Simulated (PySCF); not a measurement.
# XPS shifts beside NMR shieldings

C₃H₁₁FSi₂.
Numbering: `[CH3:1][C@@H:2]([CH2:3][F:4])[SiH2:5][SiH3:6]`

Cartesian coordinates in Å at the PBE0-D3(BJ)/def2-SVP level; atoms count from 1:
```xyz
17
C3H11FSi2 angstrom
C     -1.3679    1.0426   -1.0807
C     -1.5074    0.4464    0.3185
C     -1.7551   -1.0474    0.2731
F     -0.6496   -1.7011   -0.2382
Si    -0.0002    0.8648    1.4177
Si     1.9528   -0.1773    0.6401
H     -2.2811    0.8757   -1.6764
H     -0.5313    0.5766   -1.6235
H     -1.1847    2.1271   -1.0483
H     -2.3780    0.8987    0.8287
H     -2.6116   -1.2876   -0.3825
H     -1.9596   -1.4561    1.2776
H      0.1728    2.3524    1.4340
H     -0.2770    0.4157    2.8214
H      2.0401   -0.0894   -0.8497
H      3.1571    0.5029    1.2149
H      1.9801   -1.6110    1.0555
```

Binding energies: delta-SCF UKS SCAN, pcX-2 on the ionised atom, pcseg-1 elsewhere, spin-free X2C in PySCF 2.14.0. Shieldings: GIAO CAM-B3LYP/pcSseg-1, non-relativistic, same geometry.

```
atom  C 1s (eV)
  C1     290.74
  C2     290.45
  C3     293.04
```

Task: What are the absolute isotropic shieldings of these atoms?

Result: 
```tsv
atom	environment	C 1s (eV)	isotropic shielding (ppm)
C2	sp3 carbon bound to silicon	290.45	161.5
C1	methyl carbon	290.74	166.8
C3	sp3 C–F carbon	293.04	92.7
```

Task: Among the listed atoms, is the one with the highest binding energy also the least shielded?

Result: Yes: C3 has both (293.04 eV, 92.7 ppm).

By binding energy: C2 < C1 < C3. By shielding: C3 < C2 < C1.

The structure is a single PBE0-D3(BJ)/def2-SVP conformer in the gas phase; no vibrational or solvent corrections.
